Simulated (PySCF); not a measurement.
**Radial density of O⁺ (oxygen, charge +1)**

M06-L, [He] 2s2 2p3, high-spin 4S determinant. Computed with PySCF 2.14 in def2-TZVP, with no relativity, point nucleus.

```tsv
r (bohr)	4πr²ρ (e/bohr)	4πr²(ρα − ρβ)
0.00275	0.02855	0.0001
0.00463	0.07861	0.0001
0.00779	0.2109	0.0004
0.0131	0.5488	0.0010
0.0221	1.345	0.0025
0.0371	2.999	0.0063
0.0624	5.682	0.0172
0.105	8.248	0.0585
0.177	7.773	0.2257
0.297	4.179	0.8102
0.499	3.284	2.0043
0.840	4.480	2.6202
1.41	2.386	1.3233
2.38	0.2865	0.1654
4.00	0.004532	0.0032
```
